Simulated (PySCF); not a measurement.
Ligands exchanged one at a time, Ge F-Cl. Isolated molecules, 0 K electronic values unless said otherwise. Strings in code marks are SMILES.

The S1–T1 gap (TDA) from two functionals at the same geometries (B3LYP-D3(BJ)/def2-TZVP), both in PySCF: PBE-D3(BJ)/def2-TZVP and B3LYP-D3(BJ)/def2-TZVP. B3LYP has the VWN-RPA correlation part, as in Gaussian. Excitations are Tamm–Dancoff values on a coarser integration grid. The basis has no diffuse functions, so Rydberg states are missing or too high.

```csv
species,PBE-D3(BJ)/def2-TZVP (eV),B3LYP-D3(BJ)/def2-TZVP (eV)
1 of 4 F replaced by Cl (`[F][Ge]([F])([Cl])[F]`),0.48,0.55
2 of 4 F replaced by Cl (`[F][Ge]([F])([Cl])[Cl]`),0.44,0.52
3 of 4 F replaced by Cl (`[Cl][Ge]([Cl])([Cl])[F]`),0.36,0.42
```

Over these rows, drawn at random from the members with no instability flagged (it was tested for open shells, ions and some series alone), PBE minus B3LYP-D3(BJ): mean -0.07 eV, from -0.08 eV to -0.06 eV.
